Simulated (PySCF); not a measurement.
**How methods differ on the ionisation energy of Sn⁴⁹⁺**

Sn⁴⁹⁺ 1s1 (2S) → Sn⁵⁰⁺ (bare nucleus), as a difference of total energies. All numbers are calculated (PySCF 2.14, the non-relativistic Hamiltonian (point nucleus), in an uncontracted even-tempered set (15 s from 98 bohr⁻², ratio 2.2; 7 p from 150 bohr⁻², ratio 2.4; 4 d from 440 bohr⁻², ratio 2.4; 3 f from 670 bohr⁻², ratio 2.4; 3 g from 1000 bohr⁻², ratio 2.4)). The calculations carry no spin-orbit coupling.

```csv
method,ionisation energy (eV),difference from reference (eV)
UHF,34014.2,-1178.3
LDA,33955.8,-1236.7
PBE,34005.5,-1187.0
PBE0,34007.7,-1184.8
r2SCAN,34014.2,-1178.3
M06,34013.7,-1178.8
MN15,34013.7,-1178.8
```

Reference: 35192.5 eV (theoretical estimate listed by NIST; NIST Atomic Spectra Database, ionization energies).

The gap to the reference is mostly relativistic.
